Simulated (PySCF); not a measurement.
# Electron correlation in Ar (argon, neutral)

[Ar], closed-shell 1S. All numbers are calculated (PySCF 2.14, the non-relativistic Hamiltonian (point nucleus), in def2-QZVPPD). Frozen: [Ne]; 8 electrons correlated.

```json
{"level": "CCSD", "correlation energy (mhartree)": "-249.67"}
{"level": "(T)", "correlation energy (mhartree)": "-8.82"}
{"level": "CCSD(T)", "correlation energy (mhartree)": "-258.49"}
```

Diagnostics: T1 = 0.0026, D1 = 0.0037, largest double amplitude 0.037.

Cost of the coupled-cluster step: about 4 core-seconds, for 8 correlated electrons.

Iterations:

```
CC2 = 0
CCSD nocc = 4, nmo = 74
frozen orbitals [0, 1, 2, 3, 4]
max_cycle = 100
direct = 0
conv_tol = 1e-08
conv_tol_normt = 1e-06
diis_space = 8
diis_start_cycle = 0
Init t2, MP2 energy = -527.048762641598  E_corr(MP2) -0.231559237321672
Init E_corr(CCSD) = -0.231559237325515
cycle = 1  E_corr(CCSD) = -0.245553925529519  dE = -0.0139946882  norm(t1,t2) = 0.0213941
cycle = 2  E_corr(CCSD) = -0.248796995994358  dE = -0.00324307046  norm(t1,t2) = 0.00577043
cycle = 3  E_corr(CCSD) = -0.249663168292589  dE = -0.000866172298  norm(t1,t2) = 0.00174527
cycle = 4  E_corr(CCSD) = -0.249687486410973  dE = -2.43181184e-05  norm(t1,t2) = 0.000254841
cycle = 5  E_corr(CCSD) = -0.249669775212588  dE = 1.77111984e-05  norm(t1,t2) = 6.43049e-05
cycle = 6  E_corr(CCSD) = -0.249668755515272  dE = 1.01969732e-06  norm(t1,t2) = 1.23335e-05
cycle = 7  E_corr(CCSD) = -0.249669519367576  dE = -7.63852304e-07  norm(t1,t2) = 3.66194e-06
cycle = 8  E_corr(CCSD) = -0.2496695136963  dE = 5.67127592e-09  norm(t1,t2) = 6.95671e-07
CCSD converged
E(CCSD) = -527.0668729179722  E_corr = -0.2496695136963005
CCSD(T) correction = -0.00881691029527761
```
